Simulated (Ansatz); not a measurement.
Ansatz (a first-principles code) input (B3LYP-D3(BJ)/def2-TZVP):

Ansatz 0.2 input:
```yaml
crystal:
  periodic: [false, false, false]
  atoms:
    - {symbol: Se, position_ang: [-0.25163197, 0.14091670, -0.01398978]}
    - {symbol: F, position_ang: [-1.02435642, -1.47659625, 0.26426402]}
    - {symbol: F, position_ang: [0.72848531, 1.57343437, -0.54137923]}
    - {symbol: F, position_ang: [1.24648076, -0.62919008, 0.32996550]}
basis:
  gaussian:
    orbitals: def2-TZVP
hamiltonian:
  xc: b3lyp
  dispersion: d3bj
magnetization: {spin_polarized: true, initial_magnetization: 1}
phonons: {temperatures: {t_min: 298.15, t_max: 298.15, t_step: 100}}
```

Output:

```
Functional definition: B3LYP
integrals: 0.05 GiB planned
877 factors; their error is unknown
mean field: 0.74 GiB planned
mean field evaluation 1: about -73496.9057 eV, gradient 4.6e1 eV
mean field evaluation 2: about -73470.2112 eV, gradient 1.0e2 eV
mean field evaluation 4: about -73502.9475 eV, gradient 6.9e0 eV
mean field evaluation 8: about -73503.0763 eV, gradient 4.7e-2 eV
mean field evaluation 16: about -73503.4278 eV, gradient 2.2e-4 eV
mean field -73503.42782467 eV, -2701.2011501437 hartree, gradient 4.6e-5 eV, S^2 0.753340; 0 other end points of the search recorded, 0 dependent functions left out
the calculation of the forces begins
reference -73503.42798565 eV, -2701.2011560596 hartree; 31, 30 occupied and 110, 111 virtual orbitals, 877 factors
these checks for a lower state are left out or cut short: stability, starts, cluster_reference, orbital_swaps, neighbouring_geometries, increment
integrals: 0.05 GiB planned
877 factors; their error is unknown
mean field: 0.74 GiB planned
mean field -73503.42772833 eV, -2701.2011466033 hartree, gradient 1.6e-6 eV, S^2 0.753343; 0 other end points of the search recorded, 0 dependent functions left out
the calculation of the forces begins
reference -73503.42788928 eV, -2701.2011525180 hartree; 31, 30 occupied and 110, 111 virtual orbitals, 877 factors
these checks for a lower state are left out or cut short: stability, starts, cluster_reference, orbital_swaps, neighbouring_geometries, increment
integrals: 0.05 GiB planned
877 factors; their error is unknown
mean field: 0.74 GiB planned
mean field evaluation 32: about -73503.4277 eV, gradient 1.2e-3 eV
mean field -73503.42772480 eV, -2701.2011464735 hartree, gradient 1.5e-6 eV, S^2 0.753338; 0 other end points of the search recorded, 0 dependent functions left out
the calculation of the forces begins
reference -73503.42788581 eV, -2701.2011523905 hartree; 31, 30 occupied and 110, 111 virtual orbitals, 877 factors
these checks for a lower state are left out or cut short: stability, starts, cluster_reference, orbital_swaps, neighbouring_geometries, increment
integrals: 0.05 GiB planned
877 factors; their error is unknown
mean field: 0.74 GiB planned
mean field -73503.42776944 eV, -2701.2011481140 hartree, gradient 2.0e-6 eV, S^2 0.753339; 0 other end points of the search recorded, 0 dependent functions left out
the calculation of the forces begins
reference -73503.42793038 eV, -2701.2011540285 hartree; 31, 30 occupied and 110, 111 virtual orbitals, 877 factors
these checks for a lower state are left out or cut short: stability, starts, cluster_reference, orbital_swaps, neighbouring_geometries, increment
integrals: 0.05 GiB planned
877 factors; their error is unknown
mean field: 0.74 GiB planned
mean field -73503.42776751 eV, -2701.2011480432 hartree, gradient 1.9e-6 eV, S^2 0.753341; 0 other end points of the search recorded, 0 dependent functions left out
the calculation of the forces begins
reference -73503.42792852 eV, -2701.2011539604 hartree; 31, 30 occupied and 110, 111 virtual orbitals, 877 factors
these checks for a lower state are left out or cut short: stability, starts, cluster_reference, orbital_swaps, neighbouring_geometries, increment
integrals: 0.05 GiB planned
877 factors; their error is unknown
mean field: 0.74 GiB planned
mean field -73503.42779610 eV, -2701.2011490940 hartree, gradient 1.8e-6 eV, S^2 0.753341; 0 other end points of the search recorded, 0 dependent functions left out
the calculation of the forces begins
reference -73503.42795710 eV, -2701.2011550105 hartree; 31, 30 occupied and 110, 111 virtual orbitals, 877 factors
these checks for a lower state are left out or cut short: stability, starts, cluster_reference, orbital_swaps, neighbouring_geometries, increment
integrals: 0.05 GiB planned
877 factors; their error is unknown
mean field: 0.74 GiB planned
mean field -73503.42781818 eV, -2701.2011499053 hartree, gradient 1.8e-6 eV, S^2 0.753340; 0 other end points of the search recorded, 0 dependent functions left out
the calculation of the forces begins
reference -73503.42797914 eV, -2701.2011558205 hartree; 31, 30 occupied and 110, 111 virtual orbitals, 877 factors
these checks for a lower state are left out or cut short: stability, starts, cluster_reference, orbital_swaps, neighbouring_geometries, increment
integrals: 0.05 GiB planned
877 factors; their error is unknown
mean field: 0.74 GiB planned
mean field evaluation 64: about -73503.0765 eV, gradient 2.6e-1 eV
mean field -73503.42776296 eV, -2701.2011478760 hartree, gradient 1.8e-6 eV, S^2 0.753343; 0 other end points of the search recorded, 0 dependent functions left out
the calculation of the forces begins
reference -73503.42792394 eV, -2701.2011537918 hartree; 31, 30 occupied and 110, 111 virtual orbitals, 877 factors
these checks for a lower state are left out or cut short: stability, starts, cluster_reference, orbital_swaps, neighbouring_geometries, increment
integrals: 0.05 GiB planned
877 factors; their error is unknown
mean field: 0.74 GiB planned
mean field -73503.42778803 eV, -2701.2011487973 hartree, gradient 1.6e-6 eV, S^2 0.753337; 0 other end points of the search recorded, 0 dependent functions left out
the calculation of the forces begins
reference -73503.42794901 eV, -2701.2011547132 hartree; 31, 30 occupied and 110, 111 virtual orbitals, 877 factors
these checks for a lower state are left out or cut short: stability, starts, cluster_reference, orbital_swaps, neighbouring_geometries, increment
integrals: 0.05 GiB planned
877 factors; their error is unknown
mean field: 0.74 GiB planned
mean field -73503.42782503 eV, -2701.2011501568 hartree, gradient 1.9e-6 eV, S^2 0.753340; 0 other end points of the search recorded, 0 dependent functions left out
the calculation of the forces begins
reference -73503.42798603 eV, -2701.2011560738 hartree; 31, 30 occupied and 110, 111 virtual orbitals, 877 factors
these checks for a lower state are left out or cut short: stability, starts, cluster_reference, orbital_swaps, neighbouring_geometries, increment
integrals: 0.05 GiB planned
877 factors; their error is unknown
mean field: 0.74 GiB planned
mean field -73503.42782072 eV, -2701.2011499986 hartree, gradient 1.9e-6 eV, S^2 0.753340; 0 other end points of the search recorded, 0 dependent functions left out
the calculation of the forces begins
reference -73503.42798167 eV, -2701.2011559133 hartree; 31, 30 occupied and 110, 111 virtual orbitals, 877 factors
these checks for a lower state are left out or cut short: stability, starts, cluster_reference, orbital_swaps, neighbouring_geometries, increment
integrals: 0.05 GiB planned
877 factors; their error is unknown
mean field: 0.74 GiB planned
mean field evaluation 96: about -73503.4277 eV, gradient 1.2e-3 eV
mean field -73503.42774678 eV, -2701.2011472814 hartree, gradient 1.5e-6 eV, S^2 0.753339; 0 other end points of the search recorded, 0 dependent functions left out
the calculation of the forces begins
reference -73503.42790775 eV, -2701.2011531971 hartree; 31, 30 occupied and 110, 111 virtual orbitals, 877 factors
these checks for a lower state are left out or cut short: stability, starts, cluster_reference, orbital_swaps, neighbouring_geometries, increment
integrals: 0.05 GiB planned
877 factors; their error is unknown
mean field: 0.74 GiB planned
mean field -73503.42773672 eV, -2701.2011469116 hartree, gradient 1.5e-6 eV, S^2 0.753341; 0 other end points of the search recorded, 0 dependent functions left out
the calculation of the forces begins
reference -73503.42789770 eV, -2701.2011528276 hartree; 31, 30 occupied and 110, 111 virtual orbitals, 877 factors
these checks for a lower state are left out or cut short: stability, starts, cluster_reference, orbital_swaps, neighbouring_geometries, increment
integrals: 0.05 GiB planned
877 factors; their error is unknown
mean field: 0.74 GiB planned
mean field -73503.42781519 eV, -2701.2011497956 hartree, gradient 1.8e-6 eV, S^2 0.753340; 0 other end points of the search recorded, 0 dependent functions left out
the calculation of the forces begins
reference -73503.42797617 eV, -2701.2011557112 hartree; 31, 30 occupied and 110, 111 virtual orbitals, 877 factors
these checks for a lower state are left out or cut short: stability, starts, cluster_reference, orbital_swaps, neighbouring_geometries, increment
integrals: 0.05 GiB planned
877 factors; their error is unknown
mean field: 0.74 GiB planned
mean field -73503.42781275 eV, -2701.2011497059 hartree, gradient 1.8e-6 eV, S^2 0.753340; 0 other end points of the search recorded, 0 dependent functions left out
the calculation of the forces begins
reference -73503.42797374 eV, -2701.2011556219 hartree; 31, 30 occupied and 110, 111 virtual orbitals, 877 factors
Total energy: -73503.51618078 eV, -2701.2043971709 hartree
Atom 0 at    -0.251632     0.140917    -0.013990 Å, force     0.001353    -0.000645     0.000504 eV/Å
Atom 1 at    -1.024356    -1.476596     0.264264 Å, force    -0.000540    -0.000971     0.000145 eV/Å
Atom 2 at     0.728485     1.573434    -0.541379 Å, force     0.000544     0.000914    -0.000354 eV/Å
Atom 3 at     1.246481    -0.629190     0.329966 Å, force    -0.001356     0.000702    -0.000295 eV/Å
Dipole moment:    -0.276583     0.161524     0.009739 e Å
Vibrations: 56.98 240.26 358.00 553.63 582.22 709.20 cm⁻¹, zero-point energy 0.154998 eV
```

It need not be the lowest isomer of its formula.
